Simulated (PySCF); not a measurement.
Run record for `C=CC#CC#CC#N`: B97-2/aug-cc-pVDZ, IEF-PCM chloroform, start guess vsap, TDA, 3 singlets.

Method: TDA B97-2/aug-cc-pVDZ, vertical, IEF-PCM chloroform (non-equilibrium linear response), core orbitals frozen in the response (PySCF 2.14.0, density-fitted response routines). Geometry: GFN2-xTB. The input is one job of a driver script: a line of settings, then coordinates in Å.

Command:
```bash
OMP_NUM_THREADS=1 python probes_run.py task.json out
```

Input:
```
{"job": {"kind": "uv", "xc": "B97-2", "basis": "aug-cc-pVDZ", "solvent": "chloroform", "nstates": 3, "ntriplets": 2, "tda": true, "scf": {"guess": "vsap"}}, "charge": 0, "multiplicity": 1}
C     -2.644194     1.592586    -0.448897
C     -1.378526     1.656904    -0.857881
C     -0.377942     0.784878    -0.413945
C      0.504571     0.036285    -0.039579
C      1.474468    -0.792836     0.377450
C      2.356464    -1.544944     0.755703
C      3.328712    -2.383859     1.180843
N      4.154637    -3.099615     1.544983
H     -3.385931     2.281715    -0.813430
H     -2.971718     0.850638     0.260179
H     -1.055118     2.405849    -1.571389
```

**Question.** Predict the output.

**Answer.** 
```
final grid: 105568 points
cycle   1  E = -322.3265038428  dE =  1.613e-01  |g| = 1.510e+00  |ddm| = 1.529e+02
cycle   2  E = -319.4852273484  dE =  2.841e+00  |g| = 3.147e+00  |ddm| = 4.828e+01
cycle   3  E = -322.9853413366  dE = -3.500e+00  |g| = 4.662e-01  |ddm| = 2.207e+01
cycle   4  E = -323.0333575272  dE = -4.802e-02  |g| = 3.159e-01  |ddm| = 1.539e+01
cycle   5  E = -323.0532224166  dE = -1.986e-02  |g| = 1.815e-01  |ddm| = 3.383e+00
cycle   6  E = -323.0608291086  dE = -7.607e-03  |g| = 4.870e-02  |ddm| = 1.578e+00
cycle   7  E = -323.0613794840  dE = -5.504e-04  |g| = 1.461e-02  |ddm| = 6.470e-01
cycle   8  E = -323.0614342191  dE = -5.474e-05  |g| = 5.813e-03  |ddm| = 1.917e-01
cycle   9  E = -323.0614423674  dE = -8.148e-06  |g| = 1.722e-03  |ddm| = 4.668e-02
cycle  10  E = -323.0614428943  dE = -5.269e-07  |g| = 1.067e-03  |ddm| = 2.104e-02
cycle  11  E = -323.0614431945  dE = -3.001e-07  |g| = 2.285e-04  |ddm| = 7.817e-03
cycle  12  E = -323.0614432092  dE = -1.478e-08  |g| = 6.906e-05  |ddm| = 1.820e-03
cycle  13  E = -323.0614432106  dE = -1.352e-09  |g| = 1.991e-05  |ddm| = 1.030e-03
cycle  14  E = -323.0614432108  dE = -1.636e-10  |g| = 4.658e-06  |ddm| = 4.247e-04
converged SCF energy = -323.0614432108

Static polarisability (au): isotropic 156.369, principal 60.141 72.520 336.448

Singlet excitations
state   eV       nm        f      main configurations
  1   3.6041    344.0   0.00001   H->L+1 0.79, H-1->L 0.20
  2   3.7078    334.4   0.00003   H-1->L 0.79, H->L+1 0.20
  3   3.7675    329.1   0.16131   H->L 0.60, H-1->L+1 0.35

Triplet excitations (Tamm-Dancoff, eV): 2.6690 3.3125
```

H and L stand for HOMO and LUMO; the number after each pair is its weight.

**Question.** Give the mean polarisability as a volume in Å³, and the ratio of the largest to the smallest principal value.

**Answer.** 156.369 au × 0.148185 = 23.17 Å³; 336.448/60.141 = 5.59.

**Question.** Give S1 in cm⁻¹ and kJ/mol.

**Answer.** 3.6041 eV × 8065.54 = 29069 cm⁻¹; × 96.485 = 347.7 kJ/mol.

In short: SCF converged in 14 cycles with 211 basis and 705 fitting functions; HOMO -7.11 eV, LUMO -2.66 eV; lowest singlet 3.60 eV; lowest triplet 2.67 eV (Tamm–Dancoff); mean polarisability 156.4 au.

Geometry: GFN2-xTB; no vibrations or thermal averaging.

On one thread, Intel Xeon Platinum 8488C (x86_64) (shared host), this took 29 s of wall time and 0.94 GiB of memory at its peak.
